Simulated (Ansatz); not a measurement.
Relaxation of CH6O3Sn (11 atoms, charge 0, multiplicity 1), to a largest force component of 0.02 eV/Å in at most 40 steps.

Theory: RKS PBE/def2-SVP in Ansatz 0.2.0.

```xyz
11
Properties=species:S:1:pos:R:3:forces:R:3
Sn 0.000 0.000 0.000 0.09 0.09 1.38
C 0.000 0.000 2.150 0.03 -0.02 0.34
H -1.000 -0.309 2.521 0.08 0.05 0.00
H 0.768 -0.711 2.521 -0.07 0.09 -0.03
H 0.232 1.020 2.521 -0.04 -0.11 -0.04
O 1.848 0.000 -0.653 1.29 -1.25 -0.64
H 2.165 -0.952 -0.769 -0.51 1.36 0.10
O -0.923 1.599 -0.653 -1.72 0.53 -0.76
H -1.881 1.369 -0.875 1.41 0.28 0.23
O -0.923 -1.599 -0.653 -1.24 -1.70 0.53
H -1.378 -2.065 0.120 0.66 0.66 -1.11
```

Q: Where does it end, and by what steps?

A: The run converged. After 16 steps the energy has fallen by 0.365 eV; H9 moved furthest, 1.04 Å.

```tsv
step	energy less start (eV)	largest force component (eV/Å)	accepted
0	0.0000	1.721	yes
1	-0.1980	1.017	yes
2	-0.2037	1.434	yes
3	-0.2755	0.390	yes
4	-0.3027	0.303	yes
5	-0.3304	0.138	yes
6	-0.3358	0.072	yes
7	-0.3457	0.044	yes
8	-0.3458	0.257	yes
9	-0.3545	0.212	yes
10	-0.3596	0.026	yes
11	-0.2809	2.015	no
12	-0.3625	0.045	yes
13	-0.3558	0.683	no
14	-0.3640	0.030	yes
15	-0.3641	0.227	yes
16	-0.3653	0.005	yes
```

```xyz
11
Properties=species:S:1:pos:R:3
Sn -0.119 -0.183 0.290
C 0.078 0.075 2.412
H -0.816 -0.349 2.905
H 0.988 -0.453 2.750
H 0.158 1.156 2.631
O 1.631 0.029 -0.679
H 1.736 -0.749 -1.262
O -1.389 1.151 -0.520
H -0.946 1.542 -1.299
O -0.812 -2.002 -0.218
H -1.601 -1.866 -0.781
```

Whether the end is a true minimum wasn't checked by a vibrational analysis.

Run time: 20 s on 4 threads of Arm Neoverse V2, with other jobs on the host, peak memory 0.16 GiB.
